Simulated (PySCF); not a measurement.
CaCl, SMILES [Cl][Ca+], charge +1.

Geometry: PBE-D3(BJ)/def2-TZVPD. The spin state was assumed, not searched.

Method: TDA-PBE/def2-TZVPD (PySCF 2.14.0).

Vertical excitations; the highest root listed may be one member of a degenerate set. The molecule is in vacuum. State labels are in the subgroup C2v.

```json
[
 {"state": "S1", "symmetry": "B2", "energy (eV)": "3.88", "λ (nm)": "320", "f": "0.009", "main pairs": "HOMO→LUMO (degenerate set)"},
 {"state": "S2", "symmetry": "B1", "energy (eV)": "3.88", "λ (nm)": "320", "f": "0.009", "main pairs": "HOMO−1→LUMO (degenerate set)"},
 {"state": "S3", "symmetry": "A1", "energy (eV)": "4.49", "λ (nm)": "276", "f": "0.023", "main pairs": "HOMO−2→LUMO 100 %"},
 {"state": "S4", "symmetry": "B2", "energy (eV)": "4.66", "λ (nm)": "266", "f": "0.000", "main pairs": "HOMO−1→LUMO+2, HOMO→LUMO+1 (degenerate set)"},
 {"state": "S5", "symmetry": "B1", "energy (eV)": "4.66", "λ (nm)": "266", "f": "0.000", "main pairs": "HOMO→LUMO+2, HOMO−1→LUMO+1 (degenerate set)"},
 {"state": "S6", "symmetry": "B1", "energy (eV)": "4.75", "λ (nm)": "261", "f": "0.006", "main pairs": "HOMO−1→LUMO+1, HOMO→LUMO+2 (degenerate set)"},
 {"state": "S7", "symmetry": "B2", "energy (eV)": "4.75", "λ (nm)": "261", "f": "0.006", "main pairs": "HOMO→LUMO+1, HOMO−1→LUMO+2 (degenerate set)"},
 {"state": "S8", "symmetry": "A2", "energy (eV)": "5.01", "λ (nm)": "247", "f": "0.000", "main pairs": "HOMO→LUMO+3 50 %, HOMO−1→LUMO+4 50 %"},
 {"state": "S9", "symmetry": "A2", "energy (eV)": "5.06", "λ (nm)": "245", "f": "0.000", "main pairs": "HOMO−1→LUMO+4, HOMO→LUMO+3 (degenerate set)"},
 {"state": "S10", "symmetry": "A1", "energy (eV)": "5.06", "λ (nm)": "245", "f": "0.000", "main pairs": "HOMO→LUMO+4, HOMO−1→LUMO+3 (degenerate set)"},
 {"state": "T1", "symmetry": "B2", "energy (eV)": "3.82", "λ (nm)": "324", "f": "0", "main pairs": "HOMO→LUMO (degenerate set)"},
 {"state": "T2", "symmetry": "B1", "energy (eV)": "3.82", "λ (nm)": "324", "f": "0", "main pairs": "HOMO−1→LUMO (degenerate set)"},
 {"state": "T3", "symmetry": "A1", "energy (eV)": "4.30", "λ (nm)": "288", "f": "0", "main pairs": "HOMO−2→LUMO 99 %"},
 {"state": "T4", "symmetry": "B1", "energy (eV)": "4.63", "λ (nm)": "268", "f": "0", "main pairs": "HOMO→LUMO+2 50 %, HOMO−1→LUMO+1 50 %"}
]
```
Triplets are in the Tamm–Dancoff approximation.
